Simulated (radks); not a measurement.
Question: All-electron atom: Cr+ in [Ar] 3d5. Method: Dirac Kohn-Sham, exchange-only PBE, spin-unpolarised, spherical densities, finite nucleus; open shells fill j = l - 1/2 first; Fermi nuclear charge, rms radius 3.6452 fm; computed with a radial shooting solver on a logarithmic mesh with Libxc functionals.

Spin-orbit splittings of the eigenvalues, e(l+1/2) - e(l-1/2), with zeta = 2 splitting/(2l+1) and mean radii in bohr:

| shell | occ. | splitting (eV) | zeta (eV) | <r> j=l-1/2 | <r> j=l+1/2 |
|---|---|---|---|---|---|
| 2p | 6 | ? | ? | 0.2579 | 0.2608 |
| 3p | 6 | 1.016 | 0.6772 | 0.9617 | 0.9709 |
| 3d | 5 | 0.07892 | 0.03157 | 1.443 | 1.451 |
| 4p | 0 | 0.04713 | 0.03142 | 4.016 | 4.044 |

Estimate the 2p splitting.

Answer: 8.654 eV (zeta = 5.769 eV).
